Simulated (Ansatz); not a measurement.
`C=CO[SiH2]C`, relaxed with RKS PBE0-D4/def2-TZVP in Ansatz 0.2.0 from a GFN2-xTB geometry. The force threshold is 0.005 eV/Å; the program also tests the step.

The species carries charge 0 and has multiplicity 1.

Start:

```xyz
13

C     2.265   -1.086    0.277
C     1.840    0.126   -0.027
O     0.562    0.522   -0.125
Si   -0.852   -0.271    0.074
C    -2.126    1.077   -0.282
H     3.315   -1.305    0.331
H     1.576   -1.887    0.479
H     2.527    0.940   -0.232
H    -0.956   -1.388   -0.872
H    -0.965   -0.787    1.443
H    -2.025    1.916    0.400
H    -3.129    0.680   -0.172
H    -2.031    1.462   -1.293
```

**Question.** By how much does the energy fall, and how many steps does the optimiser take? (Best estimate.)

**Answer.** Ansatz gave: 1.53 kcal/mol, in 6 steps.

**Question.** Which bonds change most? (Best estimate.)

**Answer.** Computed: Si4–C5 from 1.889 to 1.853 Å; O3–Si4 from 1.633 to 1.664 Å; Si4–H9 from 1.467 to 1.488 Å; Si4–H10 from 1.467 to 1.488 Å.

**Question.** Give the relaxed structure. (An estimate is asked.)

**Answer.** Ansatz gave: 
```xyz
13

C     2.191   -1.107    0.287
C     1.869    0.140   -0.035
O     0.625    0.646   -0.166
Si   -0.802   -0.183    0.047
C    -2.157    1.040   -0.271
H     3.233   -1.384    0.359
H     1.449   -1.872    0.484
H     2.630    0.892   -0.228
H    -0.856   -1.327   -0.903
H    -0.859   -0.722    1.433
H    -2.095    1.878    0.427
H    -3.134    0.565   -0.148
H    -2.094    1.433   -1.288
```
